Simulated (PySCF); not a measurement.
Species: H8P4Si.
Numbering: `[PH2:1][Si:2]([PH2:3])([PH2:4])[PH2:5]` (hydrogens: H6, H7 on P1; H8, H9 on P3; H10, H11 on P4; H12, H13 on P5)

The same species was optimised twice, with GFN2-xTB and with PBE0-D3(BJ)/def2-SVP (PySCF), and the same property calculations (PySCF, gas phase) were run on both structures.

```csv
coordinate,GFN2-xTB,PBE0-D3(BJ)/def2-SVP,change
P3–H8 (Å),1.383,1.429,+0.046
P3–H9 (Å),1.383,1.430,+0.047
P4–H10 (Å),1.386,1.432,+0.046
P4–H11 (Å),1.385,1.430,+0.045
P1–H7 (Å),1.386,1.430,+0.044
P1–H6 (Å),1.385,1.429,+0.044
P5–H13 (Å),1.386,1.430,+0.044
P5–H12 (Å),1.387,1.430,+0.043
Si2–P5 (Å),2.299,2.270,-0.029
Si2–P4 (Å),2.287,2.268,-0.019
P1–Si2 (Å),2.286,2.269,-0.017
Si2–P3 (Å),2.280,2.268,-0.012
H8–P3–H9 (°),92.4,94.0,+1.6
H12–P5–H13 (°),92.3,93.9,+1.6
H10–P4–H11 (°),92.1,93.5,+1.4
H6–P1–H7 (°),92.3,93.7,+1.4
P1–Si2–P3 (°),106.4,105.4,-1.0
P1–Si2–P5 (°),117.3,118.2,+0.9
Si2–P5–H13 (°),93.9,94.5,+0.6
P3–Si2–P4 (°),111.5,111.0,-0.5
```

Rotational constants: A = 1109, B = 1070, C = 1030 MHz (GFN2-xTB) against A = 1125, B = 1088, C = 1043 MHz (PBE0-D3(BJ)/def2-SVP).

On the GFN2-xTB structure: HOMO (eV) -7.18 [PBE0/pcSseg-1]; LUMO (eV) -0.65 [PBE0/pcSseg-1]; dipole (D) 1.31 [PBE0/pcSseg-1]; GIAO shielding of P1/P3/P4/P5 (mean) (ppm) 560.4 [PBE0/pcSseg-1]; GIAO shielding of Si2 (ppm) 337.6 [PBE0/pcSseg-1].

Question: What do these properties become on the PBE0-D3(BJ)/def2-SVP structure?

Answer: 
```csv
property,level,on GFN2-xTB,on PBE0-D3(BJ)/def2-SVP,change
HOMO (eV),PBE0/pcSseg-1,-7.18,-7.21,-0.03
LUMO (eV),PBE0/pcSseg-1,-0.65,-0.70,-0.05
dipole (D),PBE0/pcSseg-1,1.31,1.44,+0.13
"energy, GFN2-xTB geometry as zero (kcal/mol)",PBE0/pcSseg-1,0.0,-4.2,-4.2
GIAO shielding of P1/P3/P4/P5 (mean) (ppm),PBE0/pcSseg-1,560.4,539.7,-20.7
GIAO shielding of Si2 (ppm),PBE0/pcSseg-1,337.6,343.5,+5.9
```

The heavy atoms differ by 0.021 Å rms after alignment. Among all bonds P3–H8, P3–H9 and P4–H10 change most and about equally (+0.046 to +0.047 Å). Changes are differences of the printed values. Neither structure is proved a minimum here.

Shape of the structure used: `[PH2:1][Si:2]([PH2:3])([PH2:4])[PH2:5]`: H–P1–Si2–P3 -75°, H–P1–Si2–P3 -169°, H–P3–Si2–P1 -71°, H–P3–Si2–P1 -165°, H–P4–Si2–P1 -76°, H–P4–Si2–P1 -170°, H–P5–Si2–P1 49°, H–P5–Si2–P1 -45°.
